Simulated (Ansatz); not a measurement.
Problem. Name a neutral molecule of C, F and H with HOMO energy (PBE/def2-TZVPP) between -7.10 and -6.80 eV and zero-point energy (PBE0-D4/def2-TZVP) between 125 and 141 kJ/mol (Ansatz, PBE0-D4/def2-TZVP geometry).

Solution. `FC(F)=CC(F)F` (-6.98 eV, 133.7 kJ/mol); `F[C@H]1[C@H](F)C1(F)F` (-7.08 eV, 132.4 kJ/mol); `FC1(F)CC1(F)F` (-7.01 eV, 131.4 kJ/mol). Other molecules can fit too; these were computed, each in one conformer that needn't be the lowest.
